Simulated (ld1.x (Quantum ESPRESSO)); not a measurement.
What one change does to a pseudopotential (S (Z = 16), PAW)

| Property | Result |
| --- | --- |
| Element | S |
| Generator | ld1.x (Quantum ESPRESSO) 7.5 |
| Type | PAW |
| Functional | PBE |
| Relativity | scalar-relativistic |
| Frozen core | [Ne] |
| Valence charge | 6 |
| Reference configuration | 3s2 3p3 (charge +1) |
| Partial waves | 3s (bound): rcut 1.05, rcutus 1.25 bohr; 3s channel at 1.45 Ry: rcut 1.05, rcutus 1.25 bohr; 3p (bound): rcut 1.10, rcutus 1.35 bohr; 3p channel at 0.25 Ry: rcut 1.10, rcutus 1.35 bohr |
| Local potential | all-electron potential smoothed inside 1.10 bohr (lloc = -2) |
| Core correction | Bessel-smoothed model core inside 0.80 bohr |
| Augmentation charge | PSQ, inside the norm-conserving radii |

Change: waves 3s (bound): rcut 1.05, rcutus 1.30 bohr; 3s channel at 1.45 Ry: rcut 1.05, rcutus 1.30 bohr.

Cutoffs: the cutoffs (Ry, on a coarse ladder) from which the occupation-weighted sum of valence levels, in a spherical-Bessel basis at the reference potential, stays within 10 and 1 mRy of its value at 400 Ry; they do not see the model core or the augmentation charge, which bear on the density cutoff. Errors are all-electron minus pseudo energies relative to the spin-unpolarised reference configuration.

Q: How do hardness, ghosts and transferability respond?

A: The potential gets softer (25 Ry and 45 Ry → 21 Ry and 45 Ry); the errors of the 7 common tests hardly move; neither file shows a bound ghost. A larger radius leaves more room for a smooth pseudo-wave, so fewer plane waves are needed.

```csv
quantity,base,changed
"cutoff, loose",25 Ry,21 Ry
"cutoff, tight",45 Ry,45 Ry
loose cutoff by channel (10 mRy a level),"s 21 Ry, p 10 Ry","s 18 Ry, p 10 Ry"
bound ghosts,none,none
"error for 3s2 3p4, meV [ΔE -11.77 eV]",+0.4,+0.4
"error for 3s2 3p2, meV [ΔE 22.28 eV]",-4.2,-4.2
"error for 3s2 3p1, meV [ΔE 56.33 eV]",-23,-23
"error for 3s2 3p3.5, meV [ΔE -7.11 eV]",+0.3,+0.3
"error for 3s1 3p4, meV [ΔE 10.88 eV]",-0.7,-0.7
"error for 3s0 3p6, meV [ΔE 8.97 eV]",-0.4,-0.4
"error for 3s1 3p5, meV [ΔE -1.46 eV]",+0.3,+0.3
s: phases at 1.50 bohr within 0.05 rad from the reference energy up to (Ry; the scan ends near 5),to the end of the scan,to the end of the scan
p: phases at 1.50 bohr within 0.05 rad from the reference energy up to (Ry; the scan ends near 5),to the end of the scan,to the end of the scan
lowest overlap eigenvalue by channel,"s 0.52, p 0.75","s 0.51, p 0.75"
```
